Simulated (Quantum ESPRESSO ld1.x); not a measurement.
Values are calculated unless marked as measured or tabulated.
Q: Radial electron density D(r) = 4 pi r^2 rho(r) of an atom or ion with 27 electrons. Code: ld1.x of Quantum ESPRESSO 7.5. Model: scalar-relativistic Kohn-Sham, LDA (Slater exchange, Perdew-Zunger correlation), spin-polarised, spherical densities, point nucleus.

```
   r/bohr * D(r) (the largest magnitude, 65, reaches the edge; | marks zero)
 0.001195 |*
 0.001337 |*
 0.001495 |*
 0.001672 | *
  0.00187 | *
 0.002092 |  *
  0.00234 |  *
 0.002617 |   *
 0.002927 |    *
 0.003274 |     *
 0.003662 |      *
 0.004096 |       *
 0.004582 |        *
 0.005125 |          *
 0.005732 |            *
 0.006411 |              *
 0.007171 |                 *
 0.008021 |                   *
 0.008972 |                      *
  0.01004 |                         *
  0.01122 |                             *
  0.01255 |                                *
  0.01404 |                                   *
  0.01571 |                                      *
  0.01757 |                                        *
  0.01965 |                                          *
  0.02198 |                                           *
  0.02458 |                                            *
   0.0275 |                                           *
  0.03076 |                                          *
   0.0344 |                                         *
  0.03848 |                                       *
  0.04338 |                                      *
  0.04853 |                                     *
  0.05428 |                                     *
  0.06071 |                                       *
   0.0679 |                                          *
  0.07595 |                                             *
  0.08495 |                                                 *
  0.09502 |                                                    *
   0.1063 |                                                      *
   0.1189 |                                                     *
    0.133 |                                                   *
   0.1487 |                                              *
   0.1663 |                                         *
   0.1861 |                                    *
   0.2081 |                                 *
   0.2328 |                                *
   0.2604 |                                  *
   0.2912 |                                     *
   0.3257 |                                      *
   0.3643 |                                      *
   0.4075 |                                   *
   0.4558 |                              *
   0.5098 |                       *
   0.5703 |                *
   0.6378 |          *
   0.7134 |     *
    0.798 |  *
   0.8926 |*
   0.9983 *
    1.117 *
    1.249 *
    1.397 *
```

What is the nuclear charge?

A: Z = 42. The innermost maximum, from 1s, lies near gamma/Z bohr with gamma = sqrt(1 - (Z/c)^2) = 0.952, here 0.0227 bohr (found: 0.0248), and its height grows with Z. The density is that of the molybdenum ion Mo15+ in [Ar] 3d9; the configuration itself is not fixed sharply by these data, and Z only to a few units. D(r) has 3 maxima, at r = 0.0248, 0.110, 0.342 bohr, and minima at 0.0497, 0.225 bohr, inside which lie 2.03, 11.21 electrons.
